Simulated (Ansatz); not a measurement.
Compare A (`CO[SiH](O)[SiH3]`) with its isomer B (`C[SiH2][SiH](O)O`).

Gas-phase electronic energies from Ansatz, PBE0-D4/def2-TZVP geometries. CCSD(T)/CBS is the MP2 limit (def2-TZVPP, def2-QZVPP) plus CCSD(T) − MP2 in def2-TZVPP, frozen cores. DFT in def2-TZVPP. B3LYP here is the variant with VWN-RPA as its local correlation; programs differ in this. One conformer a species, not always the lowest.

A:

Z-matrix (Å, degrees):
```
C
O 1 1.411
H 1 1.094 2 111.1
H 1 1.091 2 108.3 3 119.4
H 1 1.096 2 111.4 3 -121.2
Si 2 1.640 1 123.7 3 74.0
Si 6 2.343 2 104.5 1 172.0
O 6 1.649 2 113.1 1 -65.6
H 6 1.487 2 109.6 1 48.7
H 7 1.489 6 110.3 2 -174.4
H 7 1.490 6 109.8 2 66.7
H 7 1.487 6 111.2 2 -53.7
H 8 0.958 6 117.5 2 -68.9
```

B:

Z-matrix (Å, degrees):
```
C
Si 1 1.877
H 1 1.092 2 110.9
H 1 1.092 2 110.2 3 119.6
H 1 1.092 2 111.0 3 -120.3
Si 2 2.337 1 111.1 3 -61.2
H 2 1.490 1 110.4 3 178.0
H 2 1.492 1 110.4 3 59.2
O 6 1.650 2 108.7 1 -170.5
O 6 1.649 2 105.1 1 -49.2
H 6 1.498 2 114.7 1 69.8
H 9 0.958 6 117.8 2 -147.4
H 10 0.958 6 118.6 2 170.9
```

**Question.** Which isomer does CCSD(T)/CBS put lower? Give the gap. (An estimate is asked.)

**Answer.** Ansatz gave: B, by 90.3 kJ/mol.

**Question.** Give E(B) − E(A) in kJ/mol with MP2/def2-TZVPP, PBE-D4, HF/def2-TZVPP, B2PLYP, B3LYP-D4, PBE0-D4, CCSD/def2-TZVPP. (Estimate.)

**Answer.** Ansatz gave: MP2/def2-TZVPP -93.5, PBE-D4 -86.1, HF/def2-TZVPP -74.6, B2PLYP -84.8, B3LYP-D4 -81.8, PBE0-D4 -88.3, CCSD/def2-TZVPP -85.4. None reverses the order clearly.

Largest T1 diagnostic: 0.012.

In def2-TZVPP, CCSD(T) changes the Hartree–Fock value by −11.2 kJ/mol (the triples alone add −0.5 kJ/mol) and MP2 by −18.8 kJ/mol.
